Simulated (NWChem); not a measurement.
hydrogen bromide (HBr); SMILES Br

Results from NWChem. This build's default masses of Se (78.918 u) and Br (79.917 u) are each other's, which moves their modes by up to 0.6 %. Each level has its own optimisation. Entropies are gas-phase, rigid-rotor, harmonic values for NWChem's default masses at 298.15 K and 1 bar, so the errors hold that model's part too (torsions, anharmonicity).

Measured entropy at 1 bar: 47.5 cal/(mol K) (CRC Handbook, as tabulated in the package chemicals).

```json
[
 {"level": "Hartree-Fock/cc-pVDZ", "entropy at 1 bar (cal/(mol K))": "47.4", "computed − measured": "-0.1"},
 {"level": "Hartree-Fock/aug-cc-pVDZ", "entropy at 1 bar (cal/(mol K))": "47.4", "computed − measured": "-0.1"},
 {"level": "Hartree-Fock/cc-pVTZ", "entropy at 1 bar (cal/(mol K))": "47.4", "computed − measured": "-0.1"},
 {"level": "Hartree-Fock/aug-cc-pVTZ", "entropy at 1 bar (cal/(mol K))": "47.4", "computed − measured": "-0.1"}
]
```
